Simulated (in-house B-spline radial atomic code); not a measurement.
Relativistic effects in Zn7+, [Ar] 3d5: non-relativistic Hartree-Fock (point nucleus) against Dirac-Hartree-Fock (Fermi nucleus of rms radius 3.9283 fm), both averages of the configuration, computed with a radial B-spline atomic code at the basis-set limit.

```
orbital  ε NR (Eh)  ε Dirac (Eh)  <r> NR (bohr)  <r> Dirac (bohr)  change of <r> (%)
  1s1/2    -359.27        -363.7        0.05109           0.05029               -1.6
  2s1/2    -50.443             ?         0.2286                 ?                  ?
  2p1/2    -44.996       -45.798         0.1992            0.1955               -1.9
  2p3/2    -44.996       -44.911         0.1992            0.1988               -0.2
  3s1/2    -11.109             ?         0.6569                 ?                  ?
  3p1/2    -9.2192       -9.3518         0.6672            0.6587               -1.3
  3p3/2    -9.2192       -9.2165         0.6672            0.6663               -0.1
  3d3/2    -6.3155       -6.2993         0.6706            0.6707                0.0
  3d5/2    -6.3155       -6.2799         0.6706            0.6732               +0.4
```

Problem. What happens to 3s1/2?

Solution. Its energy goes to -11.285 hartree and <r> to 0.6486 bohr (-1.26 %).

Problem. What happens to 2s1/2?

Solution. Its energy goes to -51.416 hartree and <r> to 0.2248 bohr (-1.65 %).

Problem. What explains the pattern of contraction and expansion?

Solution. Expansion is seen in 3d5/2. The s and p1/2 orbitals contract directly, screen the nucleus better, and so push out orbitals that have little density near the nucleus; spin-orbit coupling adds to this for j = l + 1/2 and opposes it for j = l - 1/2.

Problem. By how much does the total energy change?

Solution. By -16.845 hartree, from -1761.153 to -1777.998.
